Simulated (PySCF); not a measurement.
H₂Cl₂Si, singlet, at a GFN2-xTB geometry.

The PySCF input:
```python
from pyscf import gto, scf, dft

mol = gto.M(
    atom='''
Si   -0.02936543   -0.75380550    0.03346055
Cl    1.65605635    0.34030246    0.02683298
Cl   -1.62471822    0.46414191   -0.06254134
H    -0.09164621   -1.50633088    1.27695919
H    -0.02998600   -1.61594636   -1.13836493
''',
    basis='cc-pvdz',
    verbose=4,
    symmetry=True,
)

mf = dft.RKS(mol)
mf.xc = 'camb3lyp'
mf.kernel()
mf.analyze()
```

Task: What does this run give for the dipole moment, nuclear repulsion energy, total energy, number of basis functions, HOMO energy?

Result: 
* **dipole moment**: 1.25 D
* **nuclear repulsion energy**: 195.0223 Eh
* **total energy**: -1211.213668 Ha
* **number of basis functions**: 64
* **HOMO energy**: -10.33 eV
